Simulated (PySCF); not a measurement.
# SMILES O=C[C@@H]1C[Se]C[C@@H]1F, C$_{5}$H$_{7}$FOSe

Molfile (atoms numbered from 1):
```
C5H7FOSe
     RDKit          3D

 15 15  0  0  0  0  0  0  0  0999 V2000
    1.6664   -0.8624   -1.6777 O   0  0  0  0  0  0  0  0  0  0  0  0
    1.2820    0.1227   -1.1205 C   0  0  0  0  0  0  0  0  0  0  0  0
    0.7702    0.1666    0.3063 C   0  0  2  0  0  0  0  0  0  0  0  0
    0.5143   -1.2229    0.8610 C   0  0  0  0  0  0  0  0  0  0  0  0
   -1.3237   -1.7201    0.3000 Se  0  0  0  0  0  2  0  0  0  0  0  0
   -1.6038    0.1117   -0.3581 C   0  0  0  0  0  0  0  0  0  0  0  0
   -0.5567    0.9374    0.3664 C   0  0  2  0  0  0  0  0  0  0  0  0
   -0.4293    2.1793   -0.2119 F   0  0  0  0  0  0  0  0  0  0  0  0
    1.2788    1.1120   -1.6125 H   0  0  0  0  0  0  0  0  0  0  0  0
    1.5296    0.6959    0.8947 H   0  0  0  0  0  0  0  0  0  0  0  0
    0.5559   -1.2477    1.9501 H   0  0  0  0  0  0  0  0  0  0  0  0
    1.2117   -1.9498    0.4456 H   0  0  0  0  0  0  0  0  0  0  0  0
   -1.4336    0.1391   -1.4364 H   0  0  0  0  0  0  0  0  0  0  0  0
   -2.6212    0.4329   -0.1400 H   0  0  0  0  0  0  0  0  0  0  0  0
   -0.8450    1.1132    1.4109 H   0  0  0  0  0  0  0  0  0  0  0  0
  1  2  2  0
  2  3  1  0
  3  4  1  0
  4  5  1  0
  5  6  1  0
  6  7  1  0
  7  8  1  0
  7  3  1  0
  2  9  1  0
  3 10  1  1
  4 11  1  0
  4 12  1  0
  6 13  1  0
  6 14  1  0
  7 15  1  1
M  END
```

Computed, not measured: TDDFT PBE0/aug-cc-pVDZ circular dichroism and optical rotation, one conformer, gas phase in PySCF. Geometry: GFN2-xTB.

The molecule is flexible and this is one conformer; a measurement averages over conformers. The calculation is non-relativistic, which matters for the atoms heavier than Zn. States above about 6.4 eV lie in this functional's continuum (it starts at minus the energy of the highest occupied orbital, well below the true ionisation energy for most functionals) and depend on the basis.

Q: Draw the ECD and absorption spectra from the lowest 16 states, each a Gaussian of half-width 0.3 eV at 1/e height.

A: 
```tsv
E (eV)	λ (nm)	Δε (L mol⁻¹ cm⁻¹)	ε (L mol⁻¹ cm⁻¹)
3.67	338	-0.08	1.74
3.77	329	-0.22	4.77
3.87	320	-0.44	10.5
3.97	312	-0.67	18.8
4.07	304	-0.74	27.1
4.17	297	-0.49	31.6
4.27	290	+0.02	30.2
4.37	284	+0.51	23.7
4.47	277	+0.72	15.7
4.57	271	+0.62	10.9
4.67	265	+0.38	16.5
4.77	260	+0.12	49.2
4.87	254	-0.15	144
4.97	249	-0.51	348
5.07	244	-1.02	683
5.17	240	-1.61	1100
5.27	235	-2.09	1460
5.37	231	-2.32	1630
5.47	227	-2.39	1570
5.57	222	-2.65	1350
5.67	219	-3.40	1130
5.77	215	-4.51	1010
5.87	211	-5.40	1000
5.97	208	-5.32	1030
6.07	204	-4.07	1030
6.17	201	-2.21	1010
6.27	198	-0.68	1100
6.37	195	-0.06	1430
6.47	192	-0.26	2000
6.57	189	-0.67	2610
6.67	186	-0.58	2980
6.77	183	+0.38	2920
6.87	180	+2.08	2490
```
Δε uses R in velocity form, ε uses f in length form. Only the states computed contribute, so the short-wavelength end is incomplete.

The sign of the CD band at 292 nm isn't settled: the length form gives the opposite one.
